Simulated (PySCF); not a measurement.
Screening by computed properties: pick the candidate that meets the target.

Species are written as SMILES; each is one conformer at its optimised geometry, gas phase, non-relativistic unless stated; the electronic structure was computed with PySCF and density fitting.

Dipoles, sizes and rotational constants follow the conformer. The torsions of the flexible species, by atom-mapped SMILES:
- `[N:1]#[C:2][SiH:3]1[SiH2:4][Si:5]([PH2:6])[SiH2:7]1`: H–P6–Si5–Si4 84°, H–P6–Si5–Si4 177°
- `[N:1]#[C:2][C@@H:3]([F:4])[CH:5][SH:6]`: C2–C3–C5–S6 -76°, H–S6–C5–C3 -23°
- `[CH:1]#[C:2][CH2:3][N:4]/[CH:5]=[CH:6]/[C:7]#[N:8]`: C2–C3–N4–C5 -3°, C3–N4–C5–C6 179°
- `[O:1]=[CH:2][NH:3]/[C:4]=[CH:5]/[O:6][C:7]([F:8])([F:9])[F:10]`: O1–C2–N3–C4 -8°, C2–N3–C4–C5 38°, C4–C5–O6–C7 10°, C5–O6–C7–F8 176°
- `[H]/[C:1]=[C:2](\[C:3]#[N:4])[CH2:5][CH2:6][C:7]#[N:8]`: C1–C2–C5–C6 115°, C2–C5–C6–C7 -62°

Problem. Wanted: isotropic g value above 2.004 (unrestricted B3LYP/pcH-1, mean-field spin–orbit) and smallest rotational constant above 0.7 GHz (GFN2-xTB), at GFN2-xTB geometries. Which candidate meets both?
A. `[SiH]1([SiH2][Si](P)[SiH2]1)C#N` [radical]
B. `O=CN/[C]=C/OC(F)(F)F` [radical]
C. `N#C[C@@H](F)[CH]S` [radical]
D. `C(CC/C(=[C]/[H])C#N)#N` [radical]
E. `C#CC[N]/C=C/C#N` [radical]

Solution. C. Computed values:
```
                                  species  isotropic g value  smallest rotational constant
         C(CC/C(=[C]/[H])C#N)#N [radical]            2.00226                     1.345 GHz
           O=CN/[C]=C/OC(F)(F)F [radical]            2.00251                     0.650 GHz
                C#CC[N]/C=C/C#N [radical]            2.00372                     0.807 GHz
              N#C[C@@H](F)[CH]S [radical]            2.00474                     1.668 GHz
[SiH]1([SiH2][Si](P)[SiH2]1)C#N [radical]            2.00593                     0.499 GHz
```
